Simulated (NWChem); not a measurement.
## HBrPb in NWChem

```xyz
3

Pb    -0.5357     0.5680     0.0000
H      0.7632     1.9002     0.0000
Br     1.2332    -1.3849     0.0000
```
Charge 0, spin multiplicity 1.

Program: NWChem. All single points use one geometry, from PBE0/def2-SVP with def2 effective core potentials on Pb, a minimum by its harmonic frequencies.

Symmetry labels belong to the abelian group Cs used in the runs, with the axes of the coordinates shown.

Effective core potentials replace the inner electrons of Pb; spin-orbit coupling is left out. B3LYP has NWChem's definition, with VWN1-RPA local correlation. The structure started from a generated list of species.

List the lowest 6 singlet excitations that TD-B3LYP/def2-SVPD with def2 effective core potentials on Pb, VWN1-RPA local correlation gives, with oscillator strengths.


| state | symmetry | energy (eV) | wavelength (nm) | f |
|---|---|---|---|---|
| 1 | a" | 2.52 | 491 | 0.003 |
| 2 | a" | 3.60 | 344 | 0.004 |
| 3 | a' | 3.87 | 320 | 0.024 |
| 4 | a" | 4.19 | 296 | 0.002 |
| 5 | a' | 4.49 | 276 | 0.039 |
| 6 | a" | 5.39 | 230 | 0.004 |
